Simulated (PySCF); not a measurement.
An unknown is described by computed data only.

Formula: C4H14N2Si2.

| Quantity | Value |
| --- | --- |
| Rotational structure | rotational constants A, B, C: 2.446, 0.760, 0.651 GHz [PBE0-D3(BJ)/def2-SVP] |
| Polarisability | 115.7 au [wB97X-D/def2-SVPD] |
| NMR, other nuclei | isotropic shieldings of nuclei other than C and H, by class: 248 (1 N), 262 (1 N), 444 (1 Si), 447 (1 Si) ppm [GIAO HF/pcSseg-1] |
| UV, strongest line | among the 10 lowest singlet transitions: S4 at 6.71 eV (185 nm, f = 0.031) [TDDFT wB97X-D/def2-SVPD] |
| 13C NMR | chemical shifts (computed TMS as zero) by class: 53.5 (1 C), 49.2 (1 C), 40.4 (1 C), 35.4 (1 C) ppm [GIAO HF/pcSseg-1] |
| Triplet | lowest triplet excitation (Tamm–Dancoff): 5.65 eV [TDA wB97X-D/def2-SVPD] |
| 1H NMR | chemical shifts (computed TMS as zero) by class: 4.20 (3 H), 4.17 (3 H), 2.74 (1 H), 2.56 (1 H), 2.49 (1 H), 2.48 (1 H), 2.40 (1 H), 1.66 (1 H), 1.56 (1 H), 0.35 (1 H) ppm [GIAO HF/pcSseg-1] |
| UV, first state | lowest singlet excitation: 5.76 eV (215 nm, f = 0.005) [TDDFT wB97X-D/def2-SVPD] |
| Dipole | 1.11 D [wB97X-D/def2-SVPD] |
| Valence photoelectron | vertical ionisation energy: 8.14 eV [ΔSCF wB97X-D/def2-SVPD] |

The electronic properties come from PySCF, for the isolated species, density fitting. Levels stand in brackets. The structure is a single PBE0-D3(BJ)/def2-SVP conformer in the gas phase; no vibrational or solvent corrections. Each NMR value is the plain mean over a class of atoms that symmetry, rotation or inversion makes alike.

Problem. What is the compound? Reason from the data.

Solution. Numbering: `[SiH3:1][NH:2][C@H:3]1[CH2:4][CH2:5][N:6]([SiH3:7])[CH2:8]1`. Its formula, C4H14N2Si2, gives 1 degree of unsaturation: 1 ring and 0 π bonds in the structure found. 4 carbons fall into 4 classes; from least to most shielded: ring sp3 carbon bound to nitrogen [C8] (53.5 ppm), ring sp3 carbon bound to nitrogen [C3] (49.2 ppm), ring sp3 carbon bound to nitrogen [C5] (40.4 ppm), ring CH2 carbon [C4] (35.4 ppm). Hydrogen classes from least to most shielded: 3 H on an SiH3 silicon, Si7 (4.20 ppm), 3 H on an SiH3 silicon, Si1 (4.17 ppm), 1 H on an sp3 carbon bound to nitrogen, C5 (2.74 ppm), 1 H on an sp3 carbon bound to nitrogen, C5 (2.56 ppm), 1 H on an sp3 carbon bound to nitrogen, C8 (2.49 ppm), 1 H on an sp3 carbon bound to nitrogen, C3 (2.48 ppm), 1 H on an sp3 carbon bound to nitrogen, C8 (2.40 ppm), 1 H on a ring CH2 carbon, C4 (1.66 ppm), 1 H on a ring CH2 carbon, C4 (1.56 ppm), 1 H on a silicon-bound nitrogen, N2 (0.35 ppm). The other shieldings belong to: 248 ppm, silicon-bound nitrogen [N2]; 262 ppm, silicon-bound nitrogen [N6]; 444 ppm, SiH3 silicon [Si7]; 447 ppm, SiH3 silicon [Si1]. The first electron is taken from the HOMO, whose largest Löwdin shares are 0.39 on a silicon-bound nitrogen, 0.12 on a silicon-bound nitrogen, 0.09 on an sp3 carbon bound to nitrogen and 0.06 on an sp3 carbon bound to nitrogen. The optimised geometry has point group C1 and is an asymmetric top. Structure: `[SiH3]N[C@H]1CCN([SiH3])C1`. The assignments are read from this structure; whether some other isomer fits the data as well wasn't checked. The mirror image fits equally.
